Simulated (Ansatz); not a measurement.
Compare A (`N[B]([GeH3])CF`) with its isomer B (`C[N]([GeH3])BF`).

Program: Ansatz. Geometries: PBE0-D4/def2-TZVP. ΔE: electronic, gas phase. CCSD(T)/CBS adds triple-zeta CCSD(T) − MP2 to the extrapolated MP2 energy (def2 sets, frozen cores). Functionals use def2-TZVPP. B3LYP here is the variant with VWN-RPA as its local correlation; programs differ in this. For Ge outer-core shells are correlated without core-valence functions, which leaves a few kJ/mol of doubt a bond. Scalar relativity is left out up to krypton. Each species was taken in one conformer, which may not be the lowest.

Task: Which is lower in electronic energy at CCSD(T)/CBS, and by how much? (Estimate.)

Result: Computed: B, by 39.6 kcal/mol.

Task: Give E(B) − E(A) in kcal/mol with HF/def2-TZVPP, PBE0-D4, B2PLYP, MP2/def2-TZVPP, CCSD/def2-TZVPP, B3LYP-D4, CCSD(T)/def2-TZVPP. (Best estimate.)

Result: Computed: HF/def2-TZVPP -43.2, PBE0-D4 -36.2, B2PLYP -40.1, MP2/def2-TZVPP -43.2, CCSD/def2-TZVPP -40.8, B3LYP-D4 -38.3, CCSD(T)/def2-TZVPP -40.7. None reverses the order clearly.

Largest T1 diagnostic: 0.012.

From PBE to PBE0 (25 % exact exchange), in def2-TZVPP and without D4, E(B) − E(A) moves by −1.7 kcal/mol.
